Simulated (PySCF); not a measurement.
**Bromine: a sound run and one with changed settings**

Sound run: Br⁺ [Ar] 3d10 4s2 4p4, Br²⁺ [Ar] 3d10 4s2 4p3. All numbers are calculated (PySCF 2.14, the non-relativistic Hamiltonian (point nucleus), in def2-TZVP (6s5p4d1f, 48 functions)). The sound run starts from symmetry-adapted Hartree-Fock orbitals and uses a fine grid where one is needed.

Changed run: radial step 0.3 in ln r (0.13 in the sound run). This setting is unsound on purpose.

```
species  method  sound run (hartree)  changed run (hartree)  converged
    Br⁺     UHF          -2572.00262            -2572.00262        yes
    Br⁺    BP86          -2573.94174            -2573.94039        yes
    Br⁺  M06-2X          -2573.72013            -2573.67904        yes
   Br²⁺     UHF          -2571.25806            -2571.25806        yes
   Br²⁺    BP86          -2573.14858            -2573.14719        yes
   Br²⁺  M06-2X          -2572.93818            -2572.90147        yes
```

Ionisation energy of Br⁺:

```
method  sound run (eV)  changed run (eV)
   UHF          20.261            20.261
  BP86          21.583            21.584
M06-2X          21.278            21.159
```

A coarse radial grid mis-integrates the density and the exchange-correlation energy, with errors of either sign; Hartree-Fock needs no grid.

For comparison, NIST gives 21.591 eV between the lowest levels.
